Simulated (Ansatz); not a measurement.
`C[CH](F)[InH][F]` + H–F → `[F][InH][F]` + `CCF` at 298.15 K and 1 bar (ligand exchange at the In–C bond).

Program: Ansatz. Geometries: PBE0-D4/def2-TZVP. ΔE: electronic, gas phase. CCSD(T)/CBS is the MP2 limit (def2-TZVPP, def2-QZVPP) plus CCSD(T) − MP2 in def2-TZVPP, frozen cores. This one scheme is used for every species. def2 core potentials past Kr. For In outer-core shells are correlated without core-valence functions, which leaves a few kJ/mol of doubt a bond. One conformer a species, not always the lowest.

| species | CCSD(T)/CBS energy (Eh) | H − E (kJ/mol) | S (J/(mol·K)) |
| --- | --- | --- | --- |
| `C[CH](F)[InH][F]` | -468.51677 | 192.0 | 373.7 |
| H–F | -100.39570 | 33.5 | 173.6 |
| `[F][InH][F]` | -390.04654 | 38.6 | 291.8 |
| `CCF` | -178.90141 | 191.2 | 263.6 |

H − E and S are ideal-gas, rigid-rotor, harmonic terms from PBE0-D4/def2-TZVP, for one conformer and one mirror image of each species. 1 Eh = 2625.50 kJ/mol, R = 8.31446 J/(mol·K).

Problem. By hand: ΔE, ΔH, ΔS and ΔG.

Solution. ΔE = (-390.04654) + (-178.90141) − (-468.51677) − (-100.39570) = -0.03548 Eh = -93.2 kJ/mol. Δ(H − E) = 38.6 + 191.2 − 192.0 − 33.5 = 4.3, so ΔH = -88.9 kJ/mol. ΔS = 291.8 + 263.6 − 373.7 − 173.6 = 8.1 J/(mol·K). ΔG = -88.9 − 298.15 × (8.1)/1000 = -91.3 kJ/mol.

Problem. By hand: the equilibrium constant, and the temperature at which ΔG would vanish if ΔH and ΔS stayed fixed.

Solution. log₁₀ K = −ΔG/(RT ln 10) = 16.0. ΔH and −TΔS have one sign here, so there is no such temperature.

The number of gas molecules stays the same, so ΔS is small and ΔH decides. A doubt of 5 kJ/mol in ΔE shifts log₁₀ K by 0.9 here. Other conformers and mirror images would add mixing entropy, several J/(mol·K) or more a flexible species. Modes under 60 cm⁻¹, often nearly free rotors, make the harmonic entropy too high. These are equilibria of isolated gas molecules and say nothing of rates. Largest T1 diagnostic: 0.017 (customary marks: 0.02 for closed shells, 0.045 for open ones).

ΔS is within the doubt of such terms, so its sign, and with it that verdict, could turn.
